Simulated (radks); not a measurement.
Valence configurations of N2+ (all share [He]). Method: scalar-relativistic Kohn-Sham, PBEsol, spin-polarised, spherical densities, point nucleus; open shells are filled with parallel spins first; computed with a radial shooting solver on a logarithmic mesh with Libxc functionals. Energies are relative to 2s2 2p1; eigenvalues in eV for spin up.

valence,E (eV),moment (Bohr magnetons),e(2p),e(2s)
2s2 2p1,0.000,1,-38.412,-49.963
2s1.5 2p1.5,3.934,2,-39.014,-50.616
2p3,17.934,3,-39.014,-
2s1 2p2,6.309,3,-39.353,-51.001
2s0.5 2p2.5,12.127,3,-39.184,-50.809

NIST lists [He] 2s2 2p1 as the ground configuration; this level of theory agrees among the configurations tried. The energies are those of spherical high-spin densities, not of single terms.
